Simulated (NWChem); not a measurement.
Si2N2H8; SMILES N[SiH](N)[SiH3]

```xyz
12

N      1.5009     1.0728    -0.2763
Si    -0.0117     0.5320     0.3999
N     -1.2651     1.5178    -0.3078
Si    -0.0974    -1.7812    -0.0912
H      1.7732     2.0528    -0.1545
H      2.3177     0.4593    -0.2298
H     -0.2378     0.7112     1.8877
H     -2.1396     1.6367     0.2089
H     -1.4434     1.4521    -1.3134
H      1.1256    -2.5325     0.3802
H     -1.2988    -2.4145     0.5655
H     -0.2211    -2.0101    -1.5778
```
Atoms are numbered in this order, from 1.

Coordinates come from a PBE-D3(BJ)/def2-SVP optimisation. B3LYP is NWChem's, with the RPA form of VWN correlation.

Question: List the 4 lowest vertical singlet excitations from B3LYP/6-31G* (spherical d), TDA (NWChem).

Answer: 
| state | energy (eV) | oscillator strength | leading excitation (squared amplitude) |
|---|---|---|---|
| S1 | 6.03 | 0.031 | HOMO → LUMO (0.91) |
| S2 | 6.23 | 0.007 | HOMO → LUMO+1 (0.68) |
| S3 | 6.60 | 0.054 | HOMO−1 → LUMO (0.74) |
| S4 | 6.63 | 0.009 | HOMO−1 → LUMO+1 (0.88) |
